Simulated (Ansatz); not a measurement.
System: C4H (charge -1, singlet). It need not be the lowest isomer of its formula. Whether it binds its extra electron was not tested at this geometry. 
Coordinates optimised at B3LYP-D3(BJ)/def2-TZVP (Ansatz, a program for electronic structure):
```xyz
5

C      0.0000     0.0000    -2.0385
C      0.0000     0.0000    -0.7913
C      0.0000     0.0000     0.5676
C      0.0000     0.0000     1.7877
H      0.0000     0.0000     2.8469
```
Charge -1, spin multiplicity 1.

Basis-set convergence of Hartree-Fock and CCSD correlation energies (hartree) with Ansatz. Cores are frozen in the correlated levels unless marked. No spin-orbit coupling. Non-relativistic. This anion needs diffuse functions, which these sets lack.

The Hartree-Fock reference is unstable (checked in the largest basis), which strains HF and MP2. 

```tsv
basis	functions	E(HF)	E(corr, CCSD)
cc-pVDZ	-	-151.90762	-0.51119
cc-pVTZ	134	-151.95266	-0.60855
cc-pVQZ	250	[?]	[?]
```

Q: Fill in the missing entries.

A: 
- cc-pVQZ, E(HF): -151.96427
- cc-pVQZ, E(corr, CCSD): -0.63946
